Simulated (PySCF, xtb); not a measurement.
BrFH₃NOSi, SMILES N[Si](O)(F)Br. Other conformers were not sampled.

Harmonic wavenumbers (cm⁻¹) from GFN2-xTB in xtb 6.7.1 at its own minimum, in rising order: 146, 153, 205, 224, 237, 258, 289, 447, 526, 770, 794, 835, 934, 1007, 1507, 3503, 3536, 3683.

What does PySCF with PBE0-D3(BJ)/def2-SVP give at its own minimum? (An estimate is asked for; the answer gives what the named calculation found.)

156, 181, 212, 260, 269, 322, 383, 439, 482, 792, 813, 866, 951, 1002, 1539, 3614, 3713, 3911. Paired by order, the mean absolute difference is 54 cm⁻¹ and the zero-point energies are 27.2 and 28.5 kcal/mol.
